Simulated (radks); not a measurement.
Rh28+, configuration [Ne] 3s2 3p5.

Calculated with a radial shooting solver on a logarithmic mesh with Libxc functionals: Dirac Kohn-Sham, BLYP, spin-unpolarised, spherical densities, finite nucleus; open shells fill j = l - 1/2 first; Fermi nuclear charge, rms radius 4.4945 fm.

Energy parts (eV):
total: -115341.574
kinetic: 120896.680
electron-nucleus: -254281.714
Hartree: 20624.486
exchange-correlation: -2581.027

Orbitals (lengths in bohr, moments of r in powers of bohr):
orbital,occ.,eigenvalue (eV),<r^2>,<r^4>
1s1/2,2,-24388.79,0.001438,5.365e-06
2s1/2,2,-4666.220,0.02315,0.0009140
2p1/2,2,-4430.727,0.01733,0.0005954
2p3/2,4,-4283.553,0.01860,0.0006744
3s1/2,2,-1699.317,0.1399,0.02877
3p1/2,2,-1614.427,0.1307,0.02610
3p3/2,3,-1580.615,0.1364,0.02831

The highest occupied level is 3p3/2 at -1580.6 eV. Summed over all electrons, <r^2> = 1.108 bohr^2, which gives a Langevin (diamagnetic) susceptibility term of -0.878 x 10^-6 cm^3/mol. For comparison, the ionisation energy in NIST's Atomic Spectra Database is 1605 eV (semi-empirical). In exact Kohn-Sham theory the highest level is minus the ionisation energy, but local and semilocal functionals leave it too shallow, through self-interaction and a potential that decays too fast; potentials with the right tail come closer. The density falls to 0.001 e/bohr^3 at r = 0.98 bohr.

Beside tabulated values, note that spin-unpolarised runs miss the spin-polarisation part of the exchange energy of open shells.
